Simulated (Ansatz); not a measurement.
`OBF` + `N[SiH3]` → `N[SiH2]BF` + H₂O  (formal exchange of groups at a B–O bond)

Calculated with Ansatz (gas phase, PBE0-D4/def2-TZVP geometries, no zero-point term in ΔE). CBS: MP2 limit from def2 TZ/QZ plus the TZ coupled-cluster correction, frozen cores. This one scheme is used for every species. Functionals use def2-TZVPP. Each species was taken in one conformer, which may not be the lowest.

```
   level  ΔE (kJ/mol)
BHLYP-D4        193.2
  B2PLYP        192.1
```

Problem. What does CCSD(T)/CBS give? (Best estimate.)

Solution. Computed: +181.3 kJ/mol. The listed levels differ from it by 11.9, 10.8 kJ/mol.

Largest T1 diagnostic among the species: 0.013.

Leaving LDA and LC-ωPBE aside and taking each functional with its dispersion term where it has one, the values, not all of them listed here, spread over 21.4 kJ/mol, from revPBE-D4 to BHLYP-D4. LDA lies +9.9 kJ/mol from PBE without D4. In def2-TZVPP, CCSD(T) changes the Hartree–Fock value by −16.6 kJ/mol (the triples alone add −1.3 kJ/mol) and MP2 by −10.8 kJ/mol. The D4 term adds −3.7 kJ/mol with B3LYP and −2.2 kJ/mol with PBE0; it sums over pairs of atoms, weighted by their polarisabilities, and B3LYP, whose exchange is more repulsive, gets the larger term.

B3LYP here is the variant with VWN-RPA as its local correlation; programs differ in this.
